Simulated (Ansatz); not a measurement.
Reaction (homolysis of the Cl–Sn bond): `[CH3][SnH]([NH2])[Cl]` → Cl• + `[CH3][SnH][NH2]`•

Isolated molecules relaxed with PBE0-D4/def2-TZVP in Ansatz; ΔE leaves out vibrations. CCSD(T)/CBS adds triple-zeta CCSD(T) − MP2 to the extrapolated MP2 energy (def2 sets, frozen cores). This one scheme is used for every species, atoms too. Functionals use def2-TZVPP. B3LYP here is the variant with VWN-RPA as its local correlation; programs differ in this. No spin–orbit coupling; open shells (•) take unrestricted orbitals. Spin–orbit coupling would lower the free atoms: a little for Cl. Elements past krypton have def2 core potentials. Bonds to Sn are less sure, by a few kJ/mol each and by 10 to 20 or more in all where they break to atoms, as the def2 sets lack core-valence functions. One conformer a species, not always the lowest.

```csv
level,ΔE (kJ/mol),difference from CCSD(T)/CBS
LDA (SPW92),440.6,29.2
PBE-D4,389.0,-22.4
revPBE-D4,374.4,-37.0
BLYP-D4,365.5,-45.9
r2SCAN-D4,388.6,-22.8
B97M-V,405.0,-6.4
PBE0-D4,393.5,-17.9
r2SCANh-D4,388.0,-23.4
r2SCAN0-D4,387.0,-24.4
BHLYP-D4,380.3,-31.1
CAM-B3LYP-D4,386.2,-25.2
ωB97X-V,406.2,-5.2
ωB97M-V,401.1,-10.3
B2PLYP,382.5,-28.9
PBE-QIDH,402.6,-8.8
PBE,383.0,-28.4
revPBE,363.0,-48.4
BLYP,353.9,-57.5
r2SCAN,387.0,-24.4
PBE0,388.1,-23.3
B3LYP,367.3,-44.1
r2SCANh,386.2,-25.2
r2SCAN0,385.0,-26.4
BHLYP,371.2,-40.2
CAM-B3LYP,380.5,-30.9
LC-ωPBE,393.1,-18.3
RPA@PBE/def2-TZVPP,350.4,-61.0
HF/def2-SVP,298.7,-112.7
MP2/def2-SVP,381.3,-30.1
CCSD/def2-SVP,359.8,-51.6
CCSD(T)/def2-SVP,363.2,-48.2
HF/def2-TZVPP,303.0,-108.4
MP2/def2-TZVPP,411.4,0.0
SCS-MP2/def2-TZVPP,399.8,-11.6
CCSD/def2-TZVPP,380.2,-31.2
CCSD(T)/def2-TZVPP,388.5,-22.9
HF/def2-QZVPP,304.0,-107.4
HF/CBS(def2),304.2,-107.2
MP2/CBS(def2),434.2,22.8
CCSD/CBS(def2),403.1,-8.3
CCSD(T)/CBS,411.4,0
```

Largest T1 diagnostic among the species: 0.016.

At CCSD(T), def2-SVP lies −48.2 kJ/mol from the extrapolated value and def2-TZVPP −22.9 kJ/mol: correlation converges slowly with the basis, and small sets miss more of it in the bonded molecule than in its fragments. The D4 term adds +9.5 kJ/mol with B3LYP and +5.4 kJ/mol with PBE0; it sums over pairs of atoms, weighted by their polarisabilities, and B3LYP, whose exchange is more repulsive, gets the larger term.

CCSD(T)/CBS has its own doubt, a few kJ/mol and more with outer-core shells, so smaller differences from it don't rank the levels.
